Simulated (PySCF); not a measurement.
Ir(OH)3 (H3IrO3), SMILES [OH][Ir]([OH])[OH] (connectivity only; charge and spin as stated), neutral, multiplicity 3.

Geometry: r2SCAN-D4/def2-SVP. The spin state was assumed, not searched. The def2 effective core potentials stand for the cores of Ir; spin–orbit coupling is left out. One conformer was computed; it need not be the lowest.

Level of theory: PySCF with TDA-PBE/def2-SVPD.

Vertical excitations. Gas-phase values at a fixed geometry.

Computed lowest excited states:
| state | energy (eV) | λ (nm) | f | main pairs |
|---|---|---|---|---|
| root 1 | 0.97 | 1279 | 0.000 | β HOMO→LUMO 82 % |
| root 2 | 1.05 | 1181 | 0.000 | β HOMO−1→LUMO 70 %, β HOMO→LUMO+1 18 % |
| root 3 | 1.34 | 923 | 0.000 | β HOMO−1→LUMO+1 78 %, β HOMO→LUMO+1 12 % |
| root 4 | 1.41 | 881 | 0.001 | β HOMO→LUMO+1 67 %, β HOMO−1→LUMO 20 % |
| root 5 | 2.02 | 615 | 0.002 | α HOMO→LUMO 98 % |
| root 6 | 2.21 | 561 | 0.000 | α HOMO−3→LUMO 31 %, α HOMO−2→LUMO 8 %, β HOMO→LUMO+2 53 % |
| root 7 | 2.43 | 511 | 0.000 | α HOMO−1→LUMO 73 %, β HOMO−1→LUMO+2 11 % |
| root 8 | 2.47 | 503 | 0.000 | α HOMO−2→LUMO 27 %, α HOMO−1→LUMO 22 %, α HOMO−3→LUMO 11 %, β HOMO−1→LUMO+2 37 % |
| root 9 | 2.93 | 423 | 0.002 | α HOMO−2→LUMO 49 %, β HOMO−1→LUMO+2 35 %, β HOMO→LUMO+2 9 % |
| root 10 | 3.05 | 406 | 0.002 | α HOMO−3→LUMO 50 %, β HOMO→LUMO+2 27 %, β HOMO−1→LUMO+2 10 %, β HOMO−2→LUMO 6 % |
Unrestricted roots are not spin-pure.
